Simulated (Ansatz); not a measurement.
`[GeH3][O]C1CO1` → 2 C• + Ge• + 6 H• + 2 O•  (atomization)

Program: Ansatz. Geometries: PBE0-D4/def2-TZVP. ΔE: electronic, gas phase. CCSD(T)/CBS adds triple-zeta CCSD(T) − MP2 to the extrapolated MP2 energy (def2 sets, frozen cores). This one scheme is used for every species, atoms too. DFT in def2-TZVPP. Open shells (•) are unrestricted, without spin–orbit coupling. Spin–orbit coupling would lower the free atoms: a little for C, O; clearly for Ge. For Ge outer-core shells are correlated without core-valence functions, so the limit isn't a true one: a few kJ/mol of doubt a bond, and 10 to 20 or more in all where bonds break to atoms. Scalar relativity is left out up to krypton. Each species was taken in one conformer, which may not be the lowest.

CCSD(T)/CBS gives +3955.5 kJ/mol.

**Question.** Another level gave +2723.3 kJ/mol. Which?
A. PBE/def2-TZVPP
B. SCS-MP2/def2-TZVPP
C. HF/def2-TZVPP
D. PBE0-D4/def2-TZVPP

**Answer.** C. HF/def2-TZVPP 2723.3, SCS-MP2/def2-TZVPP 3908.2, PBE 4028.5, PBE0-D4 3949.7 kJ/mol.

Largest T1 diagnostic among the species: 0.012.

From PBE to PBE0 (25 % exact exchange), in def2-TZVPP and without D4, ΔE moves by −95.8 kJ/mol: exact exchange takes away binding that semilocal exchange gives to molecules. The D4 term adds +32.2 kJ/mol with B3LYP and +16.9 kJ/mol with PBE0; it sums over pairs of atoms, weighted by their polarisabilities, and B3LYP, whose exchange is more repulsive, gets the larger term.

B3LYP here is the variant with VWN-RPA as its local correlation; programs differ in this.

For atomizations the MP2-based limit and the directly extrapolated one differ by several kJ/mol either way, and by 10 to 25 for some Ge, Se and Sn compounds, so smaller differences from it don't rank the levels.
